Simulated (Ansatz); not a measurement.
Caution: the unrestricted state is spin-contaminated.  The multiplicity is imposed and other spin states were not computed.

Computed with r2SCAN-D4/def2-SVP run with Ansatz (a quantum-chemistry and plane-wave program). No frequencies were computed at this level.

Ansatz 0.2 input:
```yaml
crystal:
  periodic: [false, false, false]
  atoms:
    - { symbol: Rh, position_ang: [0.630166, -0.147642, 0.716381] }
    - { symbol: O, position_ang: [0.979493, -0.648028, -1.004208] }
    - { symbol: H, position_ang: [0.983466, 0.114846, -1.599579] }
    - { symbol: O, position_ang: [-1.153818, 0.189735, 0.906779] }
    - { symbol: H, position_ang: [-1.664534, -0.630316, 0.962181] }
basis:
  gaussian: { orbitals: def2-svp }
hamiltonian:
  xc: r2scan
  dispersion: d4
relax:
  max_steps: 150
magnetization:
  spin_polarized: true
  initial_magnetization: 1
```

Output:

```
Functional definition: r2SCAN
714 factors; their error is unknown
mean field evaluation 1: about -7121.2281 eV, gradient 4.5e1 eV
mean field evaluation 2: about -7055.8573 eV, gradient 1.3e2 eV
mean field evaluation 4: about -7127.8511 eV, gradient 1.6e1 eV
mean field evaluation 8: about -7129.0772 eV, gradient 3.9e-1 eV
mean field evaluation 16: about -7129.0406 eV, gradient 1.9e-2 eV
mean field evaluation 32: about -7129.0406 eV, gradient 8.9e-5 eV
mean field evaluation 64: about -7128.6569 eV, gradient 4.7e0 eV
mean field evaluation 96: about -7128.8967 eV, gradient 1.9e0 eV
mean field -7129.04059806 eV, -261.9874097414 hartree, gradient 4.9e-6 eV, S^2 0.778376; 10 other end points of the search recorded, 0 dependent functions left out
reference -7129.04062807 eV, -261.9874108443 hartree; 18, 17 occupied and 51, 52 virtual orbitals, 714 factors
relax step   1: F+E_penalty+E_count = -7129.05720446 eV  Δ(F+E_penalty+E_count) = +0.000e0 eV  max|allowed force component| = 8.560e-1 eV/Å  Δτ_max = 0.0000 Å  (282 SCF iters, accepted)
these checks for a lower state are left out or cut short: starts, cluster_reference, orbital_swaps, neighbouring_geometries, increment
714 factors; their error is unknown
mean field -7129.03935083 eV, -261.9873639065 hartree, gradient 1.3e-5 eV, S^2 0.881306; 0 other end points of the search recorded, 0 dependent functions left out
reference -7129.03938049 eV, -261.9873649964 hartree; 18, 17 occupied and 51, 52 virtual orbitals, 714 factors
relax step   2: F+E_penalty+E_count = -7129.05584412 eV  Δ(F+E_penalty+E_count) = +1.360e-3 eV  max|allowed force component| = 2.302e0 eV/Å  Δτ_max = 0.1947 Å  (85 SCF iters, rejected (line search))
these checks for a lower state are left out or cut short: starts, cluster_reference, orbital_swaps, neighbouring_geometries, increment
714 factors; their error is unknown
mean field evaluation 128: about -7129.1902 eV, gradient 1.1e-5 eV
mean field -7129.19018339 eV, -261.9929069009 hartree, gradient 1.2e-6 eV, S^2 0.815613; 0 other end points of the search recorded, 0 dependent functions left out
reference -7129.19021345 eV, -261.9929080058 hartree; 18, 17 occupied and 51, 52 virtual orbitals, 714 factors
relax step   3: F+E_penalty+E_count = -7129.20666209 eV  Δ(F+E_penalty+E_count) = -1.495e-1 eV  max|allowed force component| = 4.519e-1 eV/Å  Δτ_max = 0.0948 Å  (117 SCF iters, accepted)
these checks for a lower state are left out or cut short: starts, cluster_reference, orbital_swaps, neighbouring_geometries, increment
714 factors; their error is unknown
mean field -7129.25728474 eV, -261.9953728302 hartree, gradient 5.4e-6 eV, S^2 0.879396; 0 other end points of the search recorded, 0 dependent functions left out
reference -7129.25731475 eV, -261.9953739329 hartree; 18, 17 occupied and 51, 52 virtual orbitals, 714 factors
relax step   4: F+E_penalty+E_count = -7129.27364360 eV  Δ(F+E_penalty+E_count) = -6.698e-2 eV  max|allowed force component| = 6.706e-1 eV/Å  Δτ_max = 0.0975 Å  (74 SCF iters, accepted)
these checks for a lower state are left out or cut short: starts, cluster_reference, orbital_swaps, neighbouring_geometries, increment
714 factors; their error is unknown
mean field evaluation 160: about -7129.3021 eV, gradient 8.9e-6 eV
mean field -7129.30207167 eV, -261.9970187193 hartree, gradient 8.5e-7 eV, S^2 0.921181; 0 other end points of the search recorded, 0 dependent functions left out
reference -7129.30210123 eV, -261.9970198055 hartree; 18, 17 occupied and 51, 52 virtual orbitals, 714 factors
relax step   5: F+E_penalty+E_count = -7129.31835153 eV  Δ(F+E_penalty+E_count) = -4.471e-2 eV  max|allowed force component| = 2.382e-1 eV/Å  Δτ_max = 0.1147 Å  (125 SCF iters, accepted)
these checks for a lower state are left out or cut short: starts, cluster_reference, orbital_swaps, neighbouring_geometries, increment
714 factors; their error is unknown
mean field -7129.28778059 eV, -261.9964935320 hartree, gradient 1.7e-7 eV, S^2 0.920267; 0 other end points of the search recorded, 0 dependent functions left out
reference -7129.28780993 eV, -261.9964946101 hartree; 18, 17 occupied and 51, 52 virtual orbitals, 714 factors
relax step   6: F+E_penalty+E_count = -7129.30394221 eV  Δ(F+E_penalty+E_count) = +1.441e-2 eV  max|allowed force component| = 1.075e0 eV/Å  Δτ_max = 0.1891 Å  (137 SCF iters, rejected (line search))
these checks for a lower state are left out or cut short: starts, cluster_reference, orbital_swaps, neighbouring_geometries, increment
714 factors; their error is unknown
mean field evaluation 192: about -7129.3213 eV, gradient 2.6e-5 eV
mean field -7129.32133796 eV, -261.9977267426 hartree, gradient 6.6e-7 eV, S^2 0.940634; 0 other end points of the search recorded, 0 dependent functions left out
reference -7129.32136733 eV, -261.9977278218 hartree; 18, 17 occupied and 51, 52 virtual orbitals, 714 factors
relax step   7: F+E_penalty+E_count = -7129.33753881 eV  Δ(F+E_penalty+E_count) = -1.919e-2 eV  max|allowed force component| = 1.310e-1 eV/Å  Δτ_max = 0.0923 Å  (104 SCF iters, accepted)
these checks for a lower state are left out or cut short: starts, cluster_reference, orbital_swaps, neighbouring_geometries, increment
714 factors; their error is unknown
mean field -7129.33527807 eV, -261.9982390321 hartree, gradient 2.4e-7 eV, S^2 0.941657; 0 other end points of the search recorded, 0 dependent functions left out
reference -7129.33530740 eV, -261.9982401101 hartree; 18, 17 occupied and 51, 52 virtual orbitals, 714 factors
relax step   8: F+E_penalty+E_count = -7129.35141089 eV  Δ(F+E_penalty+E_count) = -1.387e-2 eV  max|allowed force component| = 9.521e-2 eV/Å  Δτ_max = 0.1000 Å  (125 SCF iters, accepted)
these checks for a lower state are left out or cut short: starts, cluster_reference, orbital_swaps, neighbouring_geometries, increment
714 factors; their error is unknown
mean field evaluation 224: about -7129.3294 eV, gradient 2.3e-1 eV
mean field -7129.33907470 eV, -261.9983785555 hartree, gradient 1.1e-8 eV, S^2 0.965734; 0 other end points of the search recorded, 0 dependent functions left out
reference -7129.33910345 eV, -261.9983796122 hartree; 18, 17 occupied and 51, 52 virtual orbitals, 714 factors
relax step   9: F+E_penalty+E_count = -7129.35508549 eV  Δ(F+E_penalty+E_count) = -3.675e-3 eV  max|allowed force component| = 3.943e-1 eV/Å  Δτ_max = 0.1490 Å  (252 SCF iters, accepted)
these checks for a lower state are left out or cut short: starts, cluster_reference, orbital_swaps, neighbouring_geometries, increment
714 factors; their error is unknown
mean field evaluation 256: about -7129.3450 eV, gradient 4.1e-3 eV
mean field evaluation 288: about -7129.3450 eV, gradient 2.9e-8 eV
mean field -7129.34495708 eV, -261.9985947293 hartree, gradient 1.1e-7 eV, S^2 0.965436; 0 other end points of the search recorded, 0 dependent functions left out
reference -7129.34498587 eV, -261.9985957870 hartree; 18, 17 occupied and 51, 52 virtual orbitals, 714 factors
relax step  10: F+E_penalty+E_count = -7129.36096961 eV  Δ(F+E_penalty+E_count) = -5.884e-3 eV  max|allowed force component| = 7.096e-2 eV/Å  Δτ_max = 0.0066 Å  (223 SCF iters, accepted)
these checks for a lower state are left out or cut short: starts, cluster_reference, orbital_swaps, neighbouring_geometries, increment
714 factors; their error is unknown
mean field -7129.34553867 eV, -261.9986161020 hartree, gradient 1.8e-8 eV, S^2 0.987891; 0 other end points of the search recorded, 0 dependent functions left out
reference -7129.34556739 eV, -261.9986171574 hartree; 18, 17 occupied and 51, 52 virtual orbitals, 714 factors
relax step  11: F+E_penalty+E_count = -7129.36152649 eV  Δ(F+E_penalty+E_count) = -5.569e-4 eV  max|allowed force component| = 3.424e-2 eV/Å  Δτ_max = 0.0179 Å  (151 SCF iters, accepted)
these checks for a lower state are left out or cut short: starts, cluster_reference, orbital_swaps, neighbouring_geometries, increment
714 factors; their error is unknown
mean field evaluation 320: about -7129.3461 eV, gradient 3.0e-2 eV
mean field -7129.34616181 eV, -261.9986390022 hartree, gradient 6.0e-8 eV, S^2 0.991400; 0 other end points of the search recorded, 0 dependent functions left out
reference -7129.34619046 eV, -261.9986400550 hartree; 18, 17 occupied and 51, 52 virtual orbitals, 714 factors
relax step  12: F+E_penalty+E_count = -7129.36213725 eV  Δ(F+E_penalty+E_count) = -6.108e-4 eV  max|allowed force component| = 1.511e-2 eV/Å  Δτ_max = 0.0225 Å  (149 SCF iters, accepted)
these checks for a lower state are left out or cut short: starts, cluster_reference, orbital_swaps, neighbouring_geometries, increment
714 factors; their error is unknown
mean field evaluation 352: about -7129.3464 eV, gradient 5.5e-6 eV
mean field -7129.34642478 eV, -261.9986486660 hartree, gradient 3.1e-7 eV, S^2 1.007678; 0 other end points of the search recorded, 0 dependent functions left out
reference -7129.34645327 eV, -261.9986497132 hartree; 18, 17 occupied and 51, 52 virtual orbitals, 714 factors
relax step  13: F+E_penalty+E_count = -7129.36236841 eV  Δ(F+E_penalty+E_count) = -2.312e-4 eV  max|allowed force component| = 6.656e-2 eV/Å  Δτ_max = 0.0412 Å  (154 SCF iters, accepted)
these checks for a lower state are left out or cut short: starts, cluster_reference, orbital_swaps, neighbouring_geometries, increment
714 factors; their error is unknown
mean field -7129.34664218 eV, -261.9986566554 hartree, gradient 1.9e-7 eV, S^2 1.010729; 0 other end points of the search recorded, 0 dependent functions left out
reference -7129.34667069 eV, -261.9986577032 hartree; 18, 17 occupied and 51, 52 virtual orbitals, 714 factors
relax step  14: F+E_penalty+E_count = -7129.36258375 eV  Δ(F+E_penalty+E_count) = -2.153e-4 eV  max|allowed force component| = 3.950e-2 eV/Å  Δτ_max = 0.0051 Å  (142 SCF iters, accepted)
these checks for a lower state are left out or cut short: starts, cluster_reference, orbital_swaps, neighbouring_geometries, increment
714 factors; their error is unknown
mean field evaluation 384: about -7129.3468 eV, gradient 2.5e-5 eV
mean field -7129.34678299 eV, -261.9986618300 hartree, gradient 5.0e-7 eV, S^2 1.020476; 0 other end points of the search recorded, 0 dependent functions left out
reference -7129.34681147 eV, -261.9986628766 hartree; 18, 17 occupied and 51, 52 virtual orbitals, 714 factors
relax step  15: F+E_penalty+E_count = -7129.36271042 eV  Δ(F+E_penalty+E_count) = -1.267e-4 eV  max|allowed force component| = 1.465e-2 eV/Å  Δτ_max = 0.0103 Å  (148 SCF iters, accepted)
these checks for a lower state are left out or cut short: starts, cluster_reference, orbital_swaps, neighbouring_geometries, increment
714 factors; their error is unknown
mean field evaluation 416: about -7129.3468 eV, gradient 1.1e-5 eV
mean field -7129.34683759 eV, -261.9986638365 hartree, gradient 4.5e-7 eV, S^2 1.027113; 0 other end points of the search recorded, 0 dependent functions left out
reference -7129.34686604 eV, -261.9986648821 hartree; 18, 17 occupied and 51, 52 virtual orbitals, 714 factors
relax step  16: F+E_penalty+E_count = -7129.36275477 eV  Δ(F+E_penalty+E_count) = -4.435e-5 eV  max|allowed force component| = 5.021e-3 eV/Å  Δτ_max = 0.0096 Å  (144 SCF iters, accepted)
714 factors; their error is unknown
mean field evaluation 448: about -7128.0764 eV, gradient 8.1e0 eV
mean field evaluation 480: about -7129.3456 eV, gradient 7.8e-3 eV
mean field evaluation 512: about -7128.4770 eV, gradient 3.3e0 eV
mean field -7129.34683759 eV, -261.9986638365 hartree, gradient 4.5e-7 eV, S^2 1.027113; 11 other end points of the search recorded, 0 dependent functions left out
reference -7129.34686604 eV, -261.9986648821 hartree; 18, 17 occupied and 51, 52 virtual orbitals, 714 factors
Total energy: -7129.36278322 eV, -261.9992498275 hartree
Atom 0 at     0.384378    -0.175455     0.460476 Å, force     0.000093    -0.000129    -0.001218 eV/Å
Atom 1 at     1.275381    -0.585837    -1.113790 Å, force     0.000304    -0.005021     0.001598 eV/Å
Atom 2 at     1.307814     0.067053    -1.831333 Å, force    -0.001443     0.004231     0.000747 eV/Å
Atom 3 at    -1.276484     0.150655     1.206292 Å, force     0.001101     0.004040    -0.001723 eV/Å
Atom 4 at    -1.916316    -0.577821     1.259908 Å, force    -0.000056    -0.003122     0.000596 eV/Å
Dipole moment:    -0.101263    -0.005302    -0.102996 e Å
```

Cost: about 6 core-minutes (a rough figure).
